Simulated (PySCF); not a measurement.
Molfile (atoms numbered from 1):
```
C6H9BN2
     RDKit          3D

 18 18  0  0  0  0  0  0  0  0999 V2000
   -3.1929    0.5670   -1.3692 C   0  0  0  0  0  0  0  0  0  0  0  0
   -2.1862   -0.1962   -0.6667 C   0  0  0  0  0  0  0  0  0  0  0  0
   -1.3763   -0.7939   -0.1125 N   0  0  0  0  0  0  0  0  0  0  0  0
   -0.1840   -1.5454    0.6099 B   0  0  0  0  0  0  0  0  0  0  0  0
    1.0698   -0.7771    0.2645 N   0  0  0  0  0  0  0  0  0  0  0  0
    1.5453    0.3226    0.9299 C   0  0  0  0  0  0  0  0  0  0  0  0
    2.6137    0.8501    0.2347 C   0  0  0  0  0  0  0  0  0  0  0  0
    2.7978    0.0315   -0.9148 C   0  0  0  0  0  0  0  0  0  0  0  0
    1.8319   -0.9520   -0.8613 C   0  0  0  0  0  0  0  0  0  0  0  0
   -4.0036    0.8442   -0.6803 H   0  0  0  0  0  0  0  0  0  0  0  0
   -2.7369    1.4818   -1.7752 H   0  0  0  0  0  0  0  0  0  0  0  0
   -3.6064   -0.0268   -2.1971 H   0  0  0  0  0  0  0  0  0  0  0  0
   -0.2095   -2.6727    0.1433 H   0  0  0  0  0  0  0  0  0  0  0  0
   -0.4713   -1.5023    1.7949 H   0  0  0  0  0  0  0  0  0  0  0  0
    1.0882    0.6383    1.8662 H   0  0  0  0  0  0  0  0  0  0  0  0
    3.2095    1.7128    0.5291 H   0  0  0  0  0  0  0  0  0  0  0  0
    3.5640    0.1385   -1.6813 H   0  0  0  0  0  0  0  0  0  0  0  0
    1.6324   -1.7824   -1.5364 H   0  0  0  0  0  0  0  0  0  0  0  0
  1  2  1  0
  2  3  3  0
  3  4  1  0
  4  5  1  0
  5  6  1  0
  6  7  2  0
  7  8  1  0
  8  9  2  0
  9  5  1  0
  1 10  1  0
  1 11  1  0
  1 12  1  0
  4 13  1  0
  4 14  1  0
  6 15  1  0
  7 16  1  0
  8 17  1  0
  9 18  1  0
M  CHG  2   3   1   4  -1
M  END
```

Geometry: PBE0-D3(BJ)/def2-SVP; GIAO absolute shieldings from PySCF 2.14.0 with density-fitted response routines, gas phase, non-relativistic, averaged over equivalent atoms.

At mPW1PW91/pcSseg-1 (198 basis functions, 46 s wall time on 1 thread of an Intel Xeon, shared host):
```csv
atoms,σ (ppm)
C6/C9,54.3
C2,63.6
C7/C8,68.8
C1,181.7
N3,29.7
N5,66.8
B4,118.3
H15/H18,24.67
H16/H17,25.12
H13/H14,27.91
H10/H11/H12,29.17
```

**Question.** Predict the values at PBE0/pcSseg-1 on the same geometry.

**Answer.** 
```
      atoms  σ at PBE0/pcSseg-1  change
      C6/C9                55.2    +0.9
         C2                64.4    +0.8
      C7/C8                69.8    +1.0
         C1               182.9    +1.2
         N3                30.6    +0.9
         N5                67.7    +0.9
         B4               118.5    +0.2
    H15/H18               24.61   -0.06
    H16/H17               25.05   -0.07
    H13/H14               27.83   -0.08
H10/H11/H12               29.13   -0.04
```

The largest change is at C1 (methyl carbon α to a nitrile). Cost: 198 basis functions, 120 s wall time on 1 thread of an Intel Xeon, shared host. The order of the carbon signals is the same at both levels.
